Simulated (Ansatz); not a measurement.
`C[N](C)[GeH]`, relaxed with RKS PBE0-D4/def2-TZVP in Ansatz from a PBE-D4/def2-SVP geometry. The force threshold is 0.005 eV/Å; the program also tests the step.

Total charge 0; spin multiplicity 1.

Start:

```xyz
11

C    -0.508   -0.722   -1.096
N     0.123   -0.321    0.151
C     0.063    1.113    0.377
Ge    0.897   -1.602    1.248
H    -0.034   -0.221   -1.973
H    -1.589   -0.448   -1.111
H    -0.428   -1.818   -1.239
H     0.529    1.370    1.345
H    -0.992    1.476    0.383
H     0.590    1.672   -0.431
H     1.350   -0.499    2.346
```

**Question.** By how much does the energy fall, and how many steps does the optimiser take? (An estimate is asked.)

**Answer.** Ansatz gave: 0.05 eV, in 4 steps, 1 of them rejected.

**Question.** Which bonds change most? (Estimate.)

**Answer.** Ansatz gave: N2–Ge4 from 1.855 to 1.823 Å; Ge4–H11 from 1.621 to 1.602 Å; C1–H6 from 1.115 to 1.098 Å; C1–H5 from 1.115 to 1.098 Å.

**Question.** Give the relaxed structure. (An estimate is asked.)

**Answer.** The calculation gave: 
```xyz
11

C    -0.501   -0.714   -1.088
N     0.125   -0.319    0.153
C     0.059    1.106    0.373
Ge    0.881   -1.581    1.231
H    -0.021   -0.226   -1.946
H    -1.562   -0.434   -1.103
H    -0.430   -1.795   -1.224
H     0.533    1.364    1.318
H    -0.983    1.451    0.395
H     0.565    1.651   -0.435
H     1.336   -0.503    2.325
```
